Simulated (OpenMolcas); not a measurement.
## Nd²⁺: effect of the basis set

```
Program             : OpenMolcas 26.06
Method              : MS-CASPT2, IPEA 0.25 Eh, imaginary shift 0.1 Eh (closed shells correlated: 5s 5p)
Active space        : 4 electrons in 7 orbitals (4f)
State averaging     : 2S+1 = 5 even, 35 roots; 2S+1 = 3 even, 210 roots (159 in the spin-orbit step); 2S+1 = 1 even, 196 roots (105 in the spin-orbit step)
Spin-orbit coupling : RASSI with atomic mean-field integrals over the reference wave functions, term energies averaged over their components
```

A. ANO-R1 [7s5p3d2f], X2C, finite nucleus; CASPT2 step of the order of 100 core-seconds
B. ANO-RCC-VDZP [7s6p4d2f1g], DKH2, point nucleus; CASPT2 step of the order of 100 core-seconds
C. ANO-R2 [8s7p4d3f1g], X2C, finite nucleus; CASPT2 step roughly 120 core-seconds
D. ANO-RCC-VTZP [8s7p5d3f2g1h], DKH2, point nucleus; CASPT2 step about 3 core-minutes
E. ANO-R3 [9s8p5d5f3g1h], X2C, finite nucleus; CASPT2 step about 9 core-minutes
F. ANO-RCC-VQZP [9s8p6d4f3g2h], DKH2, point nucleus; CASPT2 step roughly 19 core-minutes

Energies in cm⁻¹ above 4f⁴ ⁵I₄, the measured ground level; measured values from Ding et al., The Spectrum and Energy Levels of the Low-lying Configurations of Nd III (preprint, 2023).

| Level | A | B | C | D | E | F | Measured |
| --- | --- | --- | --- | --- | --- | --- | --- |
| 4f⁴ ⁵I₄ | 0.0 | 0.0 | 0.0 | 0.0 | 0.0 | 0.0 | 0.0 |
| 4f⁴ ⁵I₅ | 1220 | 1207 | 1253 | 1233 | 1263 | 1235 | 1138 |
| 4f⁴ ⁵I₆ | 2570 | 2550 | 2620 | 2590 | 2640 | 2600 | 2388 |
| 4f⁴ ⁵I₇ | 4000 | 3980 | 4060 | 4030 | 4070 | 4040 | 3715 |
| 4f⁴ ⁵I₈ | 5490 | 5480 | 5540 | 5520 | 5530 | 5530 | 5093 |
| 4f⁴ ⁵F₁ | 11260 | 12310 | 10820 | 11690 | 10310 | 11890 |  |
| 4f⁴ ⁵F₂ | 11660 | 12700 | 11200 | 12080 | 10680 | 12280 | 10774 |
| 4f⁴ ⁵F₃ | 12360 | 13390 | 11930 | 12790 | 11430 | 13000 | 11425 |
| 4f⁴ ⁵F₄ | 13180 | 14200 | 12700 | 13570 | 12180 | 13760 | 12181 |
| 4f⁴ ⁵S₂ | 13530 | 14860 | 12880 | 14440 | 12930 | 14290 |  |
| 4f⁴ ⁵F₅ | 14240 | 15270 | 13790 | 14650 | 13280 | 14850 | 13210 |
| 4f⁴ ³K₆(1) | 15090 | 15560 | 13700 | 14520 | 13070 | 14440 | 14064 |
| 4f⁴ ³H₄(1) [62 %] | 16120 | 17350 | 14650 | 15980 | 14000 | 15910 |  |
| 4f⁴ ³K₇(1) | 16340 | 16760 | 14970 | 15740 | 14360 | 15660 | 15154 |
| 4f⁴ ³K₈(1) | 17760 | 18150 | 16410 | 17130 | 15830 | 17060 | 16459 |
| 4f⁴ ⁵G₂ | 17950 | 18760 | 17140 | 18080 | 16530 | 18140 |  |
| 4f⁴ ³H₅(1) [67 %] | 18040 | 19280 | 16620 | 17990 | 15970 | 17910 | 16622 |
| 4f⁴ ³D₂ [56 %] | 20020 | 21720 | 18490 | 20190 | 17680 | 20130 |  |
| 4f⁴ ³H₆(1) | 20590 | 21790 | 19110 | 20560 | 18450 | 20450 |  |
| 4f⁴ ³D₁ [52 %] | 20880 | 22510 | 19340 | 21050 | 18570 | 21000 |  |
| 4f⁴ ⁵G₅ [67 %] | 20960 | 21840 | 20080 | 21070 | 19480 | 21100 | 18313 |
| 4f⁴ ³D₃ | 22240 | 23880 | 20700 | 22370 | 19860 | 22310 |  |
| 4f⁴ ³L₇ | 22450 | 22370 | 21010 | 21340 | 20500 | 21250 |  |
| 4f⁴ ³P₀ | 22460 | 24020 | 20860 | 22620 | 20170 | 22580 |  |

Deviations, from unrounded energies. A percentage is the sum of absolute deviations over the sum of measured energies, with the sign that they share, or ± where signs differ.

```
                        Against measurement  Levels     A      B     C     D     E     F
             mean absolute deviation (cm-1)      13   950   1500   430   950   430   990
      fine structure of the ground term (%)       4  +7.7   +7.2  +9.3  +8.5  +9.5  +8.7
other terms of the ground configuration (%)       9  +8.9  +14.8  ±3.4  +8.9  ±3.4  +9.2
```

C, E lie about equally close to measurement and B furthest from it. The largest miss of C in the table is 4f⁴ ⁵G₅ [67 %], by +1800 cm-1. The ranking rests on the paired levels alone, and a cruder setting can come out closer through cancelling errors.

The two smallest mean deviations differ by little beside CASPT2's spread within terms, so their order carries little weight.

Among A to F the level of the table that moves most is 4f⁴ ³D₂ [56 %], by 4000 cm-1 (lowest in E, highest in B). Moves below CASPT2's spread within the term are not significant.

CASPT2 does not keep the components of a term degenerate, so their means are used; among the terms shown or strongly mixed into the levels shown the widest spread is 2000 cm-1 (4f⁴ ⁵I, E). Over all roots computed the reference weight is 0.86 to 0.93 in A, 0.85 to 0.90 in C, 0.84 to 0.90 in E; the roots of lowest weight are the least certain, and an intruder state may touch them. Blocks of more than 70 roots (2S+1 = 3 even, 1 even) ran without multistate coupling. High states are left out of the spin-orbit mixing, which shifts the levels that they would mix with. Some levels mix across a computed gap that differs much from the measured one, so their mixing is not that of the real levels. The CASPT2 spread within a term exceeds the gap to the next term for 4f⁴ ³G(1) and 4f⁴ ⁵G, so the order of their levels is uncertain, and so are names and mixing where such terms share a J (figures for A; the like holds for B, C, D, E, F). Some terms miss by over 15 % even with CASPT2, which points to a basis or an active space too small for the shells correlated (holds for B; D; F). Computed and measured levels are paired by configuration, term and J; levels that our copy of the source lacks, or whose pairing is in doubt (as where it misses far off the trend of its configuration), stay unpaired and out of the deviations. Only configurations of the active space appear. Levels that lie high or do not pair safely by name in every column are left out.

A share in square brackets marks a mixed level and gives the weight of the term that names it, the lowest over the columns. A number in round brackets counts repeated terms of one configuration in the order of the reference energies.
